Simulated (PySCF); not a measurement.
# YOCl: one-bond stretch

These are results of PBE0 in PySCF with Y def2-TZVP with ECP28, O def2-TZVP, Cl def2-TZVP; scalar-relativistic core potentials, no spin–orbit coupling; density-fitted integrals, not measurements.

Rigid scan from the singlet minimum (Y–Cl 2.503 Å, Y–O 1.797 Å; Cl–Y–O 118.0°). Coordinate: the bond from Y to the last atom (Cl) scaled, the rest fixed. Energies in kJ/mol from the minimum.

Problem. Predict the curve at 0.92, 0.96, 1.00, 1.05, 1.12, 1.20, 1.35, 1.55, 1.80, 2.20.

Solution. 
| scale of one bond | E (kJ/mol) | dipole size (D) |
| --- | --- | --- |
| 0.92 | 25.3 | 7.15 |
| 0.96 | 5.5 | 7.30 |
| 1.00 | 0.0 | 7.50 |
| 1.05 | 6.5 | 7.79 |
| 1.12 | 30.5 | 8.28 |
| 1.20 | 67.8 | 8.92 |
| 1.35 | 143.1 | 10.26 |
| 1.55 | 231.1 | – |
| 1.80 | 312.0 | – |
| 2.20 | 388.0 | – |

At long bonds a restricted determinant can lie too high, and another spin state can fall below this curve.
